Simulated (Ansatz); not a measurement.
The cluster Al₄Sb₃. Charge 0, multiplicity 2. Geometry PBE-D4/def2-SVP, that of the charge +1 singlet.

| atom | x (Å) | y (Å) | z (Å) |
| --- | --- | --- | --- |
| Al1 | 0.924 | 2.254 | -0.024 |
| Al2 | -0.208 | -0.994 | 2.216 |
| Al3 | 0.905 | -1.488 | -1.703 |
| Al4 | -0.840 | 0.118 | -0.253 |
| Sb5 | -0.668 | 1.622 | 2.016 |
| Sb6 | -0.689 | -2.579 | 0.130 |
| Sb7 | 0.577 | 1.066 | -2.382 |

In the def2 sets Sb takes a core potential; there is no spin–orbit coupling. At PBE-D4/def2-TZVP, revPBE-D4/def2-TZVP the gap within one spin of the charge 0 doublet nearly closes, so an electron or hole may be smeared out by delocalisation error. At PBE0-D4/def2-TZVP the charge 0 doublet is spin-contaminated (final ⟨S²⟩ up to 0.98, 0.75 for a pure state). The structure comes from a short search, and lower isomers may exist.

(1) Estimate the α-spin orbital energies around the gap (eV) in Ansatz with PBE-D4/def2-TZVP, revPBE-D4/def2-TZVP, PBE0-D4/def2-TZVP.

Results:

(1) 
| orbital | PBE-D4/def2-TZVP | revPBE-D4/def2-TZVP | PBE0-D4/def2-TZVP |
| --- | --- | --- | --- |
| HOMO−5 | -6.04 | -5.99 | -6.89 |
| HOMO−4 | -6.04 | -5.98 | -6.84 |
| HOMO−3 | -5.75 | -5.70 | -6.55 |
| HOMO−2 | -5.74 | -5.69 | -6.55 |
| HOMO−1 | -5.14 | -5.08 | -5.83 |
| HOMO | -3.83 | -3.80 | -4.56 |
| LUMO | -3.74 | -3.68 | -3.22 |
| LUMO+1 | -3.18 | -3.10 | -2.58 |
| LUMO+2 | -2.46 | -2.38 | -1.87 |
| LUMO+3 | -2.36 | -2.30 | -1.79 |
| LUMO+4 | -2.35 | -2.28 | -1.71 |
| LUMO+5 | -1.58 | -1.50 | -0.93 |
| β HOMO | -4.97 | -4.90 | -5.55 |
| β LUMO | -3.64 | -3.58 | -3.18 |
